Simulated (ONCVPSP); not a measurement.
Reading a pseudo-wave (fluorine)

Columns: radius, all-electron u(r) and pseudo u(r) of the 2s shell (level -37.93 eV) of fluorine in the configuration [He] 2s2 2p4.5; LDA (Perdew-Wang 92), scalar-relativistic, ONCV scheme, ONCVPSP 4.0.1.

```tsv
r (bohr)	all-electron	pseudo
0.047	-0.3746	0.0695
0.095	-0.4589	0.1432
0.142	-0.3810	0.2189
0.190	-0.2199	0.2991
0.237	-0.0302	0.3780
0.285	0.1676	0.4567
0.332	0.3493	0.5310
0.380	0.5143	0.6051
0.427	0.6523	0.6776
0.475	0.7681	0.7524
0.522	0.8581	0.8251
0.570	0.9280	0.8946
0.617	0.9770	0.9525
0.665	1.0100	0.9965
0.712	1.0277	1.0224
0.760	1.0336	1.0323
0.807	1.0292	1.0290
0.855	1.0164	1.0163
0.902	0.9972	0.9971
0.950	0.9724	0.9723
0.997	0.9440	0.9440
1.045	0.9120	0.9120
1.092	0.8786	0.8785
1.140	0.8429	0.8429
1.187	0.8072	0.8072
1.235	0.7704	0.7703
```

**Question.** How many radial nodes do the two functions have?

**Answer.** The all-electron 2s function has n − l − 1 = 1; the pseudo-wave has 0, since the states of the same l below it are removed with the core.

**Question.** At about which radius was the pseudo-wave matched?

**Answer.** 0.85 bohr, where the columns begin to agree (steps of 0.05 bohr).

**Question.** Is the pseudo-wave norm-conserving?

**Answer.** Yes: the ONCV scheme keeps the norm inside the radius equal to the all-electron one, which fixes the energy derivative of the logarithmic derivative at the level.
